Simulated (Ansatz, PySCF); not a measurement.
Ways to break one bond of CCOC=O:

A. CCOC=O → [CH3] (CH3) + [CH2]OC=O
B. CCOC=O → C[CH]OC=O + H atom
C. CCOC=O -> [CH2]COC=O + H atom

Quantity: bond dissociation energy (enthalpy at 298 K, with B3LYP-D3(BJ) rigid-rotor harmonic-oscillator terms from PySCF), kcal/mol. Each molecule is optimised on its own at B3LYP-D3(BJ)/def2-TZVP (Ansatz, a program for electronic structure), one conformer each, not searched for the lowest. Cores are frozen in the correlated levels unless marked. Open shells are spin-unrestricted. Spin-orbit coupling is left out. Non-relativistic. CBS(X,Y): correlation extrapolated as X^-3; Hartree-Fock from the larger set. [CCSD(T)-MP2]/basis is that difference in the basis named.

|  | RI-HF/cc-pVQZ (Ansatz) | B3LYP/def2-TZVPD (Ansatz) | CCSD/cc-pVTZ (Ansatz) | RI-MP2/CBS(cc-pVTZ,cc-pVQZ)+[CCSD(T)-MP2]/cc-pVTZ (Ansatz) |
|---|---|---|---|---|
| A | 61.6 | 82.8 | 87.2 | 91.4 |
| B | 74.4 | 93.6 | 96.9 | 99.0 |
| C | 76.7 | 100.0 | 101.0 | 103.4 |
